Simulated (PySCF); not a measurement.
C5H6F4Si.
Atom-mapped SMILES: `[F:1][C@H:2]1[SiH2:3][CH2:4][CH:5]=[C:6]1[C:7]([F:8])([F:9])[F:10]`

NICS is the negative of the GIAO shielding at a point without a nucleus: at the ring centre (0) and 1 Å above and below it (1); zz is the component along the ring normal. Level: GIAO PBE0/pcSseg-1 (PySCF, non-relativistic, gas phase) on the GFN2-xTB geometry, one conformer.

Ring bond lengths (Å), with Mayer bond orders in brackets: C2–Si3 1.931 (0.84), Si3–C4 1.913 (0.90), C4–C5 1.492 (1.05), C5–C6 1.327 (1.81), C6–C2 1.504 (1.01).

What do the NICS probes read (ppm)?

```json
{"ring": "C2–Si3–C4–C5–C6", "type": "5-membered ring with Si; formal bonds 1 double, 4 single", "NICS(0)": "-1.9", "NICS(1), two faces": "-4.3 / -1.9", "NICS(1)zz, two faces": "-2.8 / 0.8", "rms pucker (Å)": "0.01", "centre to ring atoms, mean (Å)": "1.38"}
```

What do they say, and how far can they be read as aromaticity?

- C2–Si3–C4–C5–C6: mean NICS(1)zz -1.0 ppm, near zero. C2, Si3, C4 have four or more neighbours; no verdict on aromaticity is drawn. The two faces differ by 3.6 ppm, so no symmetry operation interchanges them.

At the first NICS(1) probe listed for ring C2–Si3–C4–C5–C6, 1 Å off the ring, what do the in-plane components average?

The isotropic value is a third of the trace: (3 × -4.3 − (-2.8))/2 = -5.0 ppm.
